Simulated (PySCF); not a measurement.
SMILES CC(=O)[SiH2]c1cccs1, GFN2-xTB optimised geometry.

```
17

C     -1.42    -3.34    -0.74
C     -0.61    -2.16    -0.26
O      0.58    -2.25    -0.04
Si    -1.59    -0.53     0.02
C     -0.40     0.91     0.00
C      0.96     0.91     0.00
C      1.53     2.20     0.00
C      0.59     3.18     0.00
S     -1.01     2.54     0.00
H     -0.81    -4.24    -0.79
H     -1.81    -3.11    -1.73
H     -2.26    -3.49    -0.07
H     -2.28    -0.64     1.31
H     -2.59    -0.40    -1.06
H      1.54     0.00     0.00
H      2.59     2.39     0.00
H      0.73     4.24     0.00
```

Density from PBE0/def2-SVP (PySCF 2.14.0) at that geometry.

Minimum of the electron density along straight lines between bonded atoms, close to the bond critical point (lines longer than 1.1 times the sum of covalent radii, or with two minima, are not listed):

```json
[
 {"bond": "C1–C2", "length / Å": "1.504", "ρ at the minimum / e bohr⁻³": "0.258", "∇²ρ there / e bohr⁻⁵": "-0.62", "position (fraction from the first atom)": "0.49"},
 {"bond": "C2–O3", "length / Å": "1.209", "ρ at the minimum / e bohr⁻³": "?", "∇²ρ there / e bohr⁻⁵": "0.47", "position (fraction from the first atom)": "0.33"},
 {"bond": "C2–Si4", "length / Å": "1.928", "ρ at the minimum / e bohr⁻³": "0.111", "∇²ρ there / e bohr⁻⁵": "0.28", "position (fraction from the first atom)": "0.62"},
 {"bond": "Si4–C5", "length / Å": "1.865", "ρ at the minimum / e bohr⁻³": "0.114", "∇²ρ there / e bohr⁻⁵": "?", "position (fraction from the first atom)": "0.39"},
 {"bond": "C5–C6", "length / Å": "1.366", "ρ at the minimum / e bohr⁻³": "0.317", "∇²ρ there / e bohr⁻⁵": "-0.79", "position (fraction from the first atom)": "0.51"},
 {"bond": "C6–C7", "length / Å": "1.410", "ρ at the minimum / e bohr⁻³": "0.297", "∇²ρ there / e bohr⁻⁵": "-0.74", "position (fraction from the first atom)": "0.50"},
 {"bond": "C7–C8", "length / Å": "1.358", "ρ at the minimum / e bohr⁻³": "0.323", "∇²ρ there / e bohr⁻⁵": "-0.82", "position (fraction from the first atom)": "0.49"},
 {"bond": "C5–S9", "length / Å": "1.741", "ρ at the minimum / e bohr⁻³": "0.206", "∇²ρ there / e bohr⁻⁵": "-0.40", "position (fraction from the first atom)": "0.46"},
 {"bond": "C8–S9", "length / Å": "1.717", "ρ at the minimum / e bohr⁻³": "0.217", "∇²ρ there / e bohr⁻⁵": "-0.47", "position (fraction from the first atom)": "0.47"},
 {"bond": "C1–H10", "length / Å": "1.088", "ρ at the minimum / e bohr⁻³": "0.276", "∇²ρ there / e bohr⁻⁵": "-1.03", "position (fraction from the first atom)": "0.64"},
 {"bond": "C1–H11", "length / Å": "1.088", "ρ at the minimum / e bohr⁻³": "0.273", "∇²ρ there / e bohr⁻⁵": "-0.99", "position (fraction from the first atom)": "0.63"},
 {"bond": "C1–H12", "length / Å": "1.088", "ρ at the minimum / e bohr⁻³": "0.274", "∇²ρ there / e bohr⁻⁵": "-0.99", "position (fraction from the first atom)": "0.63"},
 {"bond": "Si4–H13", "length / Å": "1.468", "ρ at the minimum / e bohr⁻³": "0.116", "∇²ρ there / e bohr⁻⁵": "0.31", "position (fraction from the first atom)": "0.49"},
 {"bond": "Si4–H14", "length / Å": "1.468", "ρ at the minimum / e bohr⁻³": "0.117", "∇²ρ there / e bohr⁻⁵": "0.31", "position (fraction from the first atom)": "0.49"},
 {"bond": "C6–H15", "length / Å": "1.075", "ρ at the minimum / e bohr⁻³": "0.287", "∇²ρ there / e bohr⁻⁵": "-1.14", "position (fraction from the first atom)": "0.65"},
 {"bond": "C7–H16", "length / Å": "1.076", "ρ at the minimum / e bohr⁻³": "0.284", "∇²ρ there / e bohr⁻⁵": "-1.09", "position (fraction from the first atom)": "0.63"},
 {"bond": "C8–H17", "length / Å": "1.072", "ρ at the minimum / e bohr⁻³": "0.286", "∇²ρ there / e bohr⁻⁵": "-1.12", "position (fraction from the first atom)": "0.64"}
]
```

### Question
Complete the blanks.

### Answer

- C2–O3, ρ at the minimum / e bohr⁻³: 0.406
- Si4–C5, ∇²ρ there / e bohr⁻⁵: 0.37
